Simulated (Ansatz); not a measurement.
Ideal-gas functions of CH$_{3}$NSe$_{2}$ (`NC1[Se][Se]1`) at 298.15 K and 1 bar, from an Ansatz frequency run at PBE0-D4/def2-TZVP.

Molar mass 186.96 g/mol, point group C1 (symmetry number 1), electronic degeneracy 1, moments of inertia 133.555, 227.062, 344.986 u Å². Harmonic wavenumbers (cm⁻¹, unscaled): 218, 301, 313, 385, 473, 659, 751, 976, 1150, 1227, 1369, 1642, 3189, 3538, 3635.

Use S(trans) = R[1.5 ln M + 2.5 ln T − 1.1517]; rotational temperatures θ = 24.2544 K / I; S(rot) = R[ln(√π/σ · √(T³/θAθBθC)) + 1.5]; for each mode x = 1.438777 ν̃/T, S = R[x/(eˣ − 1) − ln(1 − e⁻ˣ)] and H = RT x/(eˣ − 1); 1 cm⁻¹ = 0.0119627 kJ/mol; R = 8.31446 J/(mol·K).

**Question.** By hand: the entropy, in J/(mol·K).

**Answer.** Translation 174.1. Rotation: θ = 0.1816, 0.1068, 0.0703 K, giving 115.7. Vibration, mode by mode: 8.27, 5.91, 5.63, 4.27, 3.05, 1.50, 1.05, 0.43, 0.21, 0.15, 0.09, 0.03, 0.00, 0.00, 0.00, in all 30.6. Electronic 0.0. Sum 320.4 J/(mol·K).

**Question.** By hand: H − E and G − E in kJ/mol, counted from the electronic energy.

**Answer.** Zero-point energy ½ × 19826 × 0.0119627 = 118.6; thermal vibration 5.9; translation, rotation and pV give 4 RT = 9.9. H − E = 134.4 kJ/mol, and G − E = 134.4 − 298.15 × 320.4/1000 = 38.9 kJ/mol.

Vibration gives 10 % of the entropy. The sum counts one conformer and one mirror image; others add a mixing term.
